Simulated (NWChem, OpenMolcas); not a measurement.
## How basis sets differ on InHCl2 (SMILES [Cl][InH][Cl])

InHCl2: 4 atoms, total charge 0, spin state singlet. SMILES: `[Cl][InH][Cl]`. The shape is that of a PBE0-D4/def2-TZVP optimisation.

```jsonl
{"atom": "Cl", "x (Å)": "-1.8073", "y (Å)": "0.7088", "z (Å)": "-0.9926"}
{"atom": "In", "x (Å)": "0.1497", "y (Å)": "0.1322", "z (Å)": "0.0956"}
{"atom": "Cl", "x (Å)": "0.5380", "y (Å)": "-2.1460", "z (Å)": "0.0198"}
{"atom": "H", "x (Å)": "1.1752", "y (Å)": "1.2446", "z (Å)": "0.8569"}
```

Quantity: the HOMO–LUMO gap, in eV. The values are calculated.

| level | kind | program | value (eV) | CPU time |
| --- | --- | --- | --- | --- |
| HF/ANO-RCC-MB (DKH2) | Hartree–Fock | OpenMolcas | 12.11 | 8 s |
| HF/STO-3G | Hartree–Fock | NWChem | 14.11 | 3.5 s |
| HF/3-21G | Hartree–Fock | NWChem | 12.53 | 4.2 s |
| HF/def2-SVP (core potential) | Hartree–Fock | NWChem | 12.72 | 6.9 s |

All-electron rows without a relativistic Hamiltonian named are non-relativistic, while core potentials hold scalar relativity, so basis and relativity change together. The values span 12.11 to 14.11 eV. A Hartree–Fock LUMO above zero doesn't converge with the basis: it sinks as sets grow more diffuse. Orbital gaps aren't excitation energies. Times are those of the runs behind each value, whatever else they computed, on shared processors of several kinds: orders of magnitude only.
